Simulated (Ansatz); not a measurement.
Ansatz (a program for electronic structure) input:

Ansatz 0.2 input:
```yaml
crystal:
  periodic: [false, false, false]
  atoms:
    - {symbol: Si, position_ang: [-0.04185350, 0.73400620, 0.53857384]}
    - {symbol: O, position_ang: [-1.10443199, -0.51229067, 0.62940057]}
    - {symbol: C, position_ang: [-2.01919452, -0.85599893, -0.40089755]}
    - {symbol: O, position_ang: [1.10350696, 0.52851328, -0.61749730]}
    - {symbol: C, position_ang: [2.09575939, -0.48675816, -0.58434460]}
    - {symbol: H, position_ang: [0.57680673, 0.78831211, 1.87917769]}
    - {symbol: H, position_ang: [-0.73468714, 1.98051711, 0.15243866]}
    - {symbol: H, position_ang: [-1.50218703, -1.31825501, -1.24601436]}
    - {symbol: H, position_ang: [-2.73649112, -1.56845842, 0.00576365]}
    - {symbol: H, position_ang: [-2.56327593, 0.02268198, -0.76177925]}
    - {symbol: H, position_ang: [1.66099925, -1.46691569, -0.79759249]}
    - {symbol: H, position_ang: [2.84066119, -0.25842512, -1.34623147]}
    - {symbol: H, position_ang: [2.59213409, -0.52878211, 0.39043049]}
basis:
  gaussian:
    orbitals: def2-TZVPD
hamiltonian:
  xc: {name: wB97X}
total_charge: -1
magnetization: {spin_polarized: true, initial_magnetization: 1}
```

Problem. Predict the final energy.

Solution. -521.01514 Eh (wB97X/def2-TZVPD). The basis has 269 functions.

This state (charge -1, doublet) is run at the relaxed geometry of the species with charge 0 and multiplicity 1.
